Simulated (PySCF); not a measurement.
Zn(I)(Me) (CH3IZn), SMILES [Zn]([CH3])[I]. Atoms are numbered in the order given.

```xyz
6

Zn     0.0000     0.0000    -1.2062
I      0.0000     0.0000     1.2384
C      0.0000     0.0000    -3.1433
H     -0.8922    -0.5151    -3.5311
H      0.0000     1.0302    -3.5311
H      0.8922    -0.5151    -3.5311
```
Charge 0, spin multiplicity 1.

The structure is a stationary point at PBE0-D3(BJ)/def2-SVP. The def2 effective core potentials stand for the cores of I; spin–orbit coupling is left out.

All values below come from HF/def2-TZVPD run with PySCF.

Mulliken values depend strongly on the basis, most of all with diffuse functions as here. ESP charges are fitted to the potential on shells at 1.4 to 2.0 van der Waals radii. Atomic charges (e):

| atom | ESP fit | Mulliken |
|---|---|---|
| Zn1 | 0.68 | 0.60 |
| I2 | -0.39 | -0.32 |
| C3 | -0.65 | -0.56 |
| H4 | 0.12 | 0.09 |
| H5 | 0.12 | 0.09 |
| H6 | 0.12 | 0.09 |
